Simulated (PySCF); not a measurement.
Computed Raman spectrum (relative Raman activity) of a molecule C2H8BFN2. Geometry: r2SCAN-D4/def2-SVP. The values are those of a single conformer. All values below come from r2SCAN-D4/def2-SVP run with PySCF 2.14.0. Harmonic, unscaled wavenumbers; measured fundamentals usually lie a few per cent lower.

```json
[
 {"ν (cm⁻¹)": "729", "relative intensity": "3.4"},
 {"ν (cm⁻¹)": "920", "relative intensity": "2.5"},
 {"ν (cm⁻¹)": "1333", "relative intensity": "4.2"},
 {"ν (cm⁻¹)": "1376", "relative intensity": "2.5"},
 {"ν (cm⁻¹)": "1424", "relative intensity": "3.5"},
 {"ν (cm⁻¹)": "1450", "relative intensity": "5.9"},
 {"ν (cm⁻¹)": "1476", "relative intensity": "7.9"},
 {"ν (cm⁻¹)": "1582", "relative intensity": "2.2"},
 {"ν (cm⁻¹)": "1606", "relative intensity": "3.4"},
 {"ν (cm⁻¹)": "3000", "relative intensity": "61"},
 {"ν (cm⁻¹)": "3029", "relative intensity": "87"},
 {"ν (cm⁻¹)": "3126", "relative intensity": "51"},
 {"ν (cm⁻¹)": "3133", "relative intensity": "30"},
 {"ν (cm⁻¹)": "3610", "relative intensity": "44"},
 {"ν (cm⁻¹)": "3617", "relative intensity": "100"},
 {"ν (cm⁻¹)": "3720", "relative intensity": "42"},
 {"ν (cm⁻¹)": "3724", "relative intensity": "30"}
]
```

**Question.** Which molecule gave these data?
A) CNB(F)NC
B) C[C@H](F)B(N)N
C) CN(C)B(N)F
D) CNB(N)CF

**Answer.** B, C[C@H](F)B(N)N
